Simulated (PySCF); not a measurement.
Cl2H5NSi2.

```xyz
10

Si     0.5963     0.1308     0.6566
Cl     1.2778    -0.9716    -0.9635
Cl     0.8498     2.1504     0.2302
N     -1.0573    -0.3118     0.8562
Si    -2.1195    -1.1115    -0.3143
H      1.4289    -0.1538     1.8612
H     -1.5194     0.0303     1.7052
H     -3.4979    -1.0369     0.2802
H     -1.7456    -2.5517    -0.5191
H     -2.1091    -0.4161    -1.6458
```
Charge 0, spin multiplicity 1.

Geometry optimised at PBE-D3(BJ)/def2-SVP. Other conformers were not sampled.

Calculation: PBE/pcSseg-1 (PySCF). Non-relativistic, no solvent.

Computed absolute GIAO shielding of each atom: isotropic value and principal components (ppm):
| atom | σ(iso) | σ11 | σ22 | σ33 | span |
|---|---|---|---|---|---|
| Si1 | 332.0 | 293.0 | 339.3 | 363.8 | 70.9 |
| Cl2 | 837.0 | 723.9 | 812.0 | 975.0 | 251.2 |
| Cl3 | 761.9 | 624.4 | 712.0 | 949.2 | 324.8 |
| N4 | 220.2 | 188.6 | 210.1 | 262.1 | 73.5 |
| Si5 | 390.4 | 343.7 | 379.7 | 447.7 | 104.0 |
| H6 | 25.0 | 21.2 | 22.4 | 31.2 | 9.9 |
| H7 | 30.3 | 22.2 | 27.5 | 41.1 | 18.9 |
| H8 | 26.4 | 23.2 | 24.5 | 31.5 | 8.4 |
| H9 | 26.2 | 22.6 | 24.6 | 31.4 | 8.8 |
| H10 | 26.1 | 22.5 | 24.8 | 30.9 | 8.4 |
